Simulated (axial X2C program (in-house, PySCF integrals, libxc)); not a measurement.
Worked dissociation energy of RbNb: PBE0, spin-free

All values were computed with an axial X2C code built on PySCF integrals. Spin-free means the one-electron spin-free X2C Hamiltonian. Basis: Nb dyall-cv3z [11s12p9d5f3g], Rb dyall-cv3z [12s13p8d4f1g] (cores contracted in-house); Gaussian nuclei, density fitting, unrestricted open shells. Masses: Nb 92.906 u, Rb 84.912 u.

Molecular state: M_S = 2, Λ = 0 (beyond evenly filled blocks: π+α, π-α, δ+α, δ-α).

| Property | Result |
| --- | --- |
| E(Nb) (2M_S = 5, M_L = 0) | -3819.076362 hartree |
| E(Rb) (2M_S = 1, M_L = 0) | -2980.724201 hartree |
| E(RbNb) at Re | -6799.822865 hartree |
| ωe | 75.1 cm⁻¹ |
| ωexe | 0.234 cm⁻¹ |

Task: Work out De and D0.

Result: De = -3819.076362 + (-2980.724201) − (-6799.822865) = 0.02230 hartree = 0.607 eV. The zero-point energy is ωe/2 − ωexe/4 = 37 cm⁻¹ = 0.005 eV, so D0 = 0.602 eV.

The state is a single determinant with fixed occupations, the lowest that a limited PBE0 search found. De is counted from the lowest determinant-based energies of the atoms at the same level, without counterpoise correction. Other states lie close and PBE0, whose exact exchange favours high spin, may order them wrongly; the determinant shown need not be the ground state. The nearest other spin-free determinant of the search, M_S = 2, Λ = 2, lies 0.04 eV up at the distance of the search. The determinant is spin-polarised beyond a pure state at some levels (its spin-free form has ⟨S²⟩ too high), which makes Re and μ there less reliable.

Each atomic determinant is the lowest at this level and need not be a pure term. Totals compare only within one Hamiltonian and basis.
